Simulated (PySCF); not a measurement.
Method: B3LYP-D3(BJ)/def2-TZVP // B3LYP-D3(BJ)/def2-SVP in PySCF. Gas-phase values, no solvent. One relaxed conformer stands for a flexible species; it need not be the lowest. B3LYP has the VWN-RPA correlation part, as in Gaussian. Excitations are Tamm–Dancoff values on a coarser integration grid. The basis has no diffuse functions, so Rydberg states are missing or too high.

Reference species (SMILES): `C[O][SnH]([O]C)[O]C` (neutral, multiplicity 1).

```yaml
T1 excitation (TDA): 4.59 eV
LUMO: -1.37 eV
```

Changed species: `C[O][SnH3]` (3 of 4 OCH3 replaced by H; the reference has 1 of 4 OCH3 replaced by H).

Q: Predict the effect on the T1 excitation (TDA) and LUMO.

A: the T1 excitation (TDA) rises by 0.27 eV, to 4.86 eV; the LUMO rises by 0.61 eV, to -0.76 eV.
